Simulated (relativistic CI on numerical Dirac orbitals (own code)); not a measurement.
# Dy2+ (4f10) in a crystal field

Calculated by Dirac-Coulomb-Breit CI, KLI orbitals optimised for each configuration, QED by a radiative potential, valence Slater integrals scaled by 0.85, one configuration in a parametric crystal field (own radial code).

Field parameters in Wybourne normalisation; cubic f-shell fields have B⁴₄ = √(5/14) B⁴₀ and B⁶₄ = −√(7/2) B⁶₀. The field is a parameter set, without covalency.

S is read from ⟨S²⟩ = S(S + 1).

Powder χT (cm³ K mol⁻¹) by Van Vleck's formula, with temperature-independent terms:

| Field | 2 K | 5 K | 10 K | 20 K | 50 K | 100 K | 200 K | 300 K |
| --- | --- | --- | --- | --- | --- | --- | --- | --- |
| C2v, B20 = 300, B22 = 150, B40 = 210, B42 = -230, B44 = -210, B60 = -280, B62 = 160, B64 = 40, B66 = -250 cm⁻¹ | 7.3 | 8.92 | 10 | 11.3 | 12.9 | 13.6 | 13.8 | 13.9 |
| D3d, B20 = 230, B40 = 760, B43 = -510, B60 = 420, B63 = 110, B66 = 200 cm⁻¹ | 12.3 | 12.3 | 12.4 | 12.5 | 12.9 | 13.4 | 13.8 | 13.9 |
| Oh, B40 = 1770, B60 = 480 cm⁻¹ | 1.41 | 3.53 | 6.63 | 9.71 | 11.5 | 12.4 | 13.2 | 13.5 |
| Oh, B40 = 990, B60 = 410 cm⁻¹ | 1.99 | 4.9 | 8.25 | 10.4 | 11.7 | 12.6 | 13.4 | 13.7 |
| Oh, B40 = -300, B60 = 140 cm⁻¹ | 9.85 | 10.6 | 11.4 | 12.3 | 13.2 | 13.7 | 13.8 | 13.9 |
| Oh, B40 = -1060, B60 = -260 cm⁻¹ | 7.11 | 7.76 | 8.78 | 10.3 | 12.4 | 13.3 | 13.7 | 13.8 |

(1) For D3d, B20 = 230, B40 = 760, B43 = -510, B60 = 420, B63 = 110, B66 = 200 cm⁻¹: what effective moment follows at 300 K?

## Answers

(1) μ_eff = √(8χT) = 10.52 μB. The LS value g√(J(J + 1)) of the free ion's ⁵I8 level is 10.61 μB.
